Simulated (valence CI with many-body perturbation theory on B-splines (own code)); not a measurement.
Mo¹⁰⁺: calculated level list

Method: relativistic CI+MBPT: four valence electrons over a frozen Dirac-Fock core [Ar] 3d10, a basis of 11 s, 11 p, 10 d, 8 f, 5 g, 2 h functions for each j, with the one-electron correlation potential Σ1 (screened to all orders), the two-electron term Σ2, the three-electron term Σ3, Breit, model QED; selected single and double excitations, second order for the rest, scaled by the run's own slope (own B-spline code, finite nucleus).

No measured levels were compared; by estimate levels hold to about 250 cm⁻¹ or 0.2 % of their energy and the worst to 1 %, as in measured heavy ions of charge 2 to 7; those with d or f electrons hold less well. Among the levels kept, up to 780 cm⁻¹ of a level comes from second order outside the variational space, and about a tenth of that is noise between levels of different J, which matters for small intervals.

Levels 136 to 176 of 176, with energies above the lowest level, 4s²4p² ³P_0. "Leading %" is the weight of the configuration and term that name the level; weights of strongly mixed levels are sums over their largest components and can fall short. In the jj column 3d3/2^4 stands for four electrons in 3d with j = 3/2. Lifetimes count E1, E2, E3, M1 and M2 decay at the calculated energies, and are blank where another channel may lead or the interval is too uncertain; long ones can be off by a factor of two.

| No. | Configuration | Term | J | E (eV) | Leading % | Leading jj | Lifetime | g |
| --- | --- | --- | --- | --- | --- | --- | --- | --- |
| 136 | 4p³4d | ³F° | 4 | 109.29 | 41 | 4p1/2 4p3/2^2 4d5/2 (58 %) | 149 ps | 1.159 |
| 137 | 4s²4d² | ¹G | 4 | 109.50 | 56 | 4s^2 4d3/2 4d5/2 (42 %) | 4.85 ps | 1.002 |
| 138 | 4p³4d | ³G° | 5 | 109.79 | 78 | 4p1/2 4p3/2^2 4d5/2 (78 %) | 154 ps | 1.200 |
| 139 | 4p³4d | ¹G° | 4 | 109.99 | 72 | 4p1/2 4p3/2^2 4d3/2 (38 %) | 127 ps | 1.034 |
| 140 | 4s4p²5s | ⁵P | 1 | 112.08 | 92 | 4s 4p1/2^2 5s (58 %) | 20.8 ps | 2.448 |
| 141 | 4p³4d | ¹D° | 2 | 112.59 | 57 | 4p1/2 4p3/2^2 4d3/2 (42 %) | 67.1 ps | 0.994 |
| 142 | 4p³4d | ³D° | 1 | 112.74 | 56 | 4p1/2^2 4p3/2 4d3/2 (34 %) | 24.6 ps | 0.720 |
| 143 | 4p³4d | ³P° | 1 | 113.41 | 43 | 4p1/2^2 4p3/2 4d5/2 (39 %) | 32.0 ps | 1.271 |
| 144 | 4s4p²5s | ⁵P | 2 | 113.66 | 96 | 4s 4p1/2 4p3/2 5s (91 %) | 22.4 ps | 1.822 |
| 145 | 4p³4d | ³P° | 0 | 113.74 | 77 | 4p1/2 4p3/2^2 4d5/2 (31 %) | 48.8 ps |  |
| 146 | 4p³4d | ³F° | 2 | 114.16 | 58 | 4p1/2 4p3/2^2 4d3/2 (31 %) | 51.6 ps | 0.749 |
| 147 | 4p³4d | ³F° | 3 | 114.22 | 57 | 4p1/2 4p3/2^2 4d5/2 (35 %) | 44.8 ps | 1.086 |
| 148 | 4s4p²5s | ³P | 0 | 114.23 | 92 | 4s 4p1/2^2 5s (62 %) | 8.86 ps |  |
| 149 | 4p³4d | ³D° | 2 | 114.74 | 44 | 4p1/2 4p3/2^2 4d5/2 (57 %) | 22.8 ps | 1.243 |
| 150 | 4p³4d | ¹P° | 1 | 115.08 | 34 | 4p1/2 4p3/2^2 4d5/2 (55 %) | 17.7 ps | 1.141 |
| 151 | 4s4p²5s | ⁵P | 3 | 115.15 | 91 | 4s 4p1/2 4p3/2 5s (60 %) | 22.1 ps | 1.640 |
| 152 | 4p³4d | ³F° | 4 | 115.35 | 61 | 4p3/2^3 4d5/2 (66 %) | 70.9 ps | 1.232 |
| 153 | 4p³4d | ³P° | 2 | 115.35 | 57 | 4p1/2 4p3/2^2 4d5/2 (39 %) | 12.1 ps | 1.369 |
| 154 | 4s4p4d² | ⁵G° | 2 | 115.66 | 48 | 4s 4p1/2 4d3/2^2 (30 %) | 148 ps | 0.380 |
| 155 | 4s4p²5s | ³P | 1 | 115.67 | 91 | 4s 4p1/2 4p3/2 5s (87 %) | 8.50 ps | 1.522 |
| 156 | 4p³4d | ³S° | 1 | 115.77 | 45 | 4p1/2 4p3/2^2 4d3/2 (55 %) | 10.9 ps | 1.799 |
| 157 | 4p³4d | ³D° | 3 | 115.82 | 54 | 4p1/2 4p3/2^2 4d5/2 (57 %) | 27.8 ps | 1.239 |
| 158 | 4s4p4d² | ⁵G° | 3 | 116.12 | 48 | 4s 4p1/2 4d3/2 4d5/2 (24 %) | 145 ps | 0.935 |
| 159 | 4p³4d | ³D° | 3 | 116.40 | 44 | 4p1/2^2 4p3/2 4d5/2 (24 %) | 10.8 ps | 1.262 |
| 160 | 4p³4d | ³P° | 2 | 116.67 | 63 | 4p3/2^3 4d5/2 (47 %) | 41.2 ps | 1.402 |
| 161 | 4s4p4d² | ⁵G° | 4 | 116.80 | 47 | 4s 4p1/2 4d3/2 4d5/2 (23 %) | 152 ps | 1.160 |
| 162 | 4s4p²5s | ³P | 2 | 117.20 | 83 | 4s 4p1/2 4p3/2 5s (67 %) | 8.58 ps | 1.452 |
| 163 | 4s4p²4f | ³D° | 2 | 117.61 | 18 | 4p1/2 4p3/2^2 4d5/2 (41 %) | 10.4 ps | 1.152 |
| 164 | 4p³4d | ³P° | 1 | 117.66 | 56 | 4p3/2^3 4d5/2 (29 %) | 10.8 ps | 1.506 |
| 165 | 4s4p²4f | ⁵G° | 5 | 117.73 | 48 | 4s 4p1/2 4p3/2 4f7/2 (33 %) | 171 ps | 1.266 |
| 166 | 4p³4d | ³P° | 0 | 117.85 | 81 | 4p3/2^3 4d3/2 (63 %) | 8.73 ps |  |
| 167 | 4s²4p5d | ³F° | 2 | 118.36 | 61 | 4s^2 4p1/2 5d3/2 (93 %) | 55.9 ps | 0.802 |
| 168 | 4p³4d | ³D° | 1 | 118.55 | 27 | 4s^2 4p1/2 5d3/2 (24 %) | 12.2 ps | 0.615 |
| 169 | 4s4p²4f | ⁵D° | 4 | 118.74 | 53 | 4s 4p1/2^2 4f7/2 (32 %) | 23.1 ps | 1.439 |
| 170 | 4s²4p5d | ³D° | 2 | 118.76 | 44 | 4s^2 4p1/2 5d5/2 (90 %) | 45.1 ps | 1.208 |
| 171 | 4s4p²4f | ⁵G° | 6 | 118.77 | 52 | 4s 4p1/2 4p3/2 4f7/2 (32 %) | 160 ps | 1.326 |
| 172 | 4p³4d | ¹F° | 3 | 118.79 | 53 | 4p3/2^3 4d5/2 (48 %) | 40.7 ps | 1.110 |
| 173 | 4s²4p5d | ³D° | 1 | 118.86 | 48 | 4s^2 4p1/2 5d3/2 (65 %) | 20.4 ps | 0.665 |
| 174 | 4s²4p5d | ³F° | 3 | 118.93 | 45 | 4s^2 4p1/2 5d5/2 (90 %) | 47.0 ps | 1.144 |
| 175 | 4s4p²4f | ⁵D° | 3 | 119.19 | 35 | 4s 4p1/2 4d3/2 4d5/2 (20 %) | 22.1 ps | 1.329 |
| 176 | 4p³4d | ¹D° | 2 | 119.34 | 29 | 4p3/2^3 4d3/2 (19 %) | 13.6 ps | 1.080 |

Names give the largest LS component (configuration and term), which can be under half, so a name can repeat, a term be missing and a line seem to break the LS rules; names also repeat where a configuration has a term twice.

Where two levels of one J and parity lie close, their mixing, g and order are uncertain.
